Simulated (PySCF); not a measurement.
## Electron correlation in Sn³⁰⁺ (tin, charge +30)

Starting occupation: [Ar] 3d2, 3d3/2 with m_j = +1/2, +3/2. All numbers are calculated (PySCF 2.14, X2C-1e with screened-nucleus spin-orbit coupling, Gaussian nucleus, in an even-tempered Gaussian basis (16 s from 4.9 bohr⁻², ratio 2.8; 12 p from 6.4 bohr⁻², ratio 2.8; 8 d from 6.4 bohr⁻², ratio 2.8; 3 f from 20 bohr⁻², ratio 3)). Frozen: [Ne]; 10 electrons correlated; the 74 highest virtual spinors left out.

MP2 pair energies summed by pair of shells (mhartree):

| pair | energy | share (%) |
| --- | --- | --- |
| 3p-3p | -234.62 | 56.9 |
| 3d-3p | -99.81 | 24.2 |
| 3p-3s | -45.99 | 11.1 |
| 3d-3s | -14.45 | 3.5 |
| 3s-3s | -10.66 | 2.6 |
| 3d-3d | -6.95 | 1.7 |

Total MP2 correlation energy: -412.49 mhartree.

The GHF reference relaxed away from the jj start to a determinant that is no pure jj level (⟨S²⟩ = 1.63, ⟨J²⟩ = 6.13); the energies belong to that determinant.

At this charge the one-electron X2C treatment keeps the bare 1/r₁₂, with no two-electron picture change or Breit term. The effect here is smaller than on the frozen 1s shell.
